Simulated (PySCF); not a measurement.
Piperazine, C4H10N2.
SMILES: `C1CNCCN1`

The closed-shell ground state was solved at several levels (PySCF, density fitting, gas phase, non-relativistic). One conformer (not necessarily the lowest) at the GFN2-xTB geometry, without solvent, vibrations or thermal averaging. The dipole stays under 0.02 D at every level.

```
            level  basis functions  HOMO (eV)  LUMO (eV)  gap (eV)
    PBE0/pcSseg-1              152      -5.59       1.50      7.09
wB97X-D/def2-SVPD              200      -7.57       2.44     10.01
```

(1) What might B3LYP/pcJ-1 (262 basis functions) give for the same quantities?

(2) Over all these levels, which gives the widest orbital gap and which the narrowest?

## Answers

(1) HOMO -5.35 eV, LUMO 1.22 eV, gap 6.57 eV.

(2) wB97X-D/def2-SVPD (range-separated hybrid) has the widest, 10.01 eV, and B3LYP/pcJ-1 (global hybrid, 20 % exact exchange) the narrowest, 6.57 eV. Functional and basis both differ between the two, so the spread mixes both effects.

***

Species: hydrogen, H2.
SMILES: `[H][H]`

The closed-shell ground state was solved at several levels (PySCF, density fitting, gas phase, non-relativistic). Geometry: GFN2-xTB; no solvent, vibrations or thermal averaging. The dipole stays under 0.02 D at every level.

```
              level  basis functions  HOMO (eV)  LUMO (eV)  gap (eV)
        B3LYP/pcJ-1               20     -11.65       1.42     13.07
CAM-B3LYP/def2-SVPD               16     -13.31       2.54     15.85
```

Q: What might PBE0/pcSseg-1 (10 basis functions) give for the same quantities?

A: HOMO -11.78 eV, LUMO 1.87 eV, gap 13.65 eV.

Q: Over all these levels, which gives the widest orbital gap and which the narrowest?

A: CAM-B3LYP/def2-SVPD (range-separated hybrid) has the widest, 15.85 eV, and B3LYP/pcJ-1 (global hybrid, 20 % exact exchange) the narrowest, 13.07 eV. Functional and basis both differ between the two, so the spread mixes both effects.

***

Compound: B(NCS)3, C3BN3S3.
SMILES: `S=C=NB(N=C=S)N=C=S`

The closed-shell ground state was solved at several levels (PySCF, density fitting, gas phase, non-relativistic). Isolated species at its PBE0-D3(BJ)/def2-SVP geometry, gas phase. The dipole stays under 0.02 D at every level.

```csv
level,basis functions,HOMO (eV),LUMO (eV),gap (eV)
PBE0/pcSseg-1,191,-7.72,-3.14,4.58
B3LYP/pcSseg-1,191,-7.44,-3.22,4.22
```

(1) What might CAM-B3LYP/def2-SVPD (221 basis functions) give for the same quantities?

(2) Over all these levels, which gives the widest orbital gap and which the narrowest?

## Answers

(1) HOMO -8.92 eV, LUMO -2.20 eV, gap 6.72 eV.

(2) CAM-B3LYP/def2-SVPD (range-separated hybrid) has the widest, 6.72 eV, and B3LYP/pcSseg-1 (global hybrid, 20 % exact exchange) the narrowest, 4.22 eV. Functional and basis both differ between the two, so the spread mixes both effects.
